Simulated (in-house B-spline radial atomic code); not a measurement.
Configurations of Ce3+, with energies counted from [Xe] 4f1. Computed with an all-electron radial atomic-structure program (B-spline basis): scalar-relativistic (X2C) PBE, spin-polarised, spherical fractional occupations, Fermi nucleus of rms radius 4.8771 fm. Shells without spins written out take the highest spin.

Occupations are held fixed; configurations that lie above the ionisation limit could autoionise.

| configuration | E - E(ref) (eV) | highest orbital | its <r> (bohr) |
| --- | --- | --- | --- |
| [Xe] 6p(0 up, 1 down) | 16.367 | 6p down | 3.754 |
| [Xe] 6d1 | 22.62 | 6d up | 4.879 |
| [Xe] 5f1 | 23.535 | 5f up | 4.182 |
| [Kr] 4d10 4f1 5s2 5p5 6s1 | 25.437 | 6s up | 3.275 |
| [Xe] 6f1 | 28.402 | 6f up | 7.324 |
| [Kr] 4d10 4f1 5s2 5p5 6f1 | 42.216 | 6f up | 7.406 |
| [Kr] 4d10 4f(1 up, 0 down) 5s2 5p(2 up, 3 down) 6f(1 up, 0 down) | 42.686 | 6f up | 7.462 |

(1) Order these further configurations by energy, lowest first.
A. [Kr] 4d10 4f2 5s2 5p5
B. [Kr] 4d10 4f(0 up, 1 down) 5s2 5p(2 up, 3 down) 5d(1 up, 0 down)
C. [Kr] 4d9 4f1 5s2 5p6 6p1
D. [Kr] 4d9 4f1 5s2 5p6 5f1
E. [Xe] 6s(1 up, 0 down)

(2) How far above the reference does [Kr] 4d10 4f1 5s2 5p5 5f1 lie?

(3) How far above the reference does [Kr] 4d10 4f1 5s2 5p5 6p1 lie?

Results:

(1) E (11.521 eV), A (17.259 eV), B (22.328 eV), C (122.52 eV), D (129.72 eV).

(2) 37.404 eV; its least bound orbital is 5f up with <r> = 4.249 bohr.

(3) 30.251 eV; its least bound orbital is 6p up with <r> = 3.781 bohr.
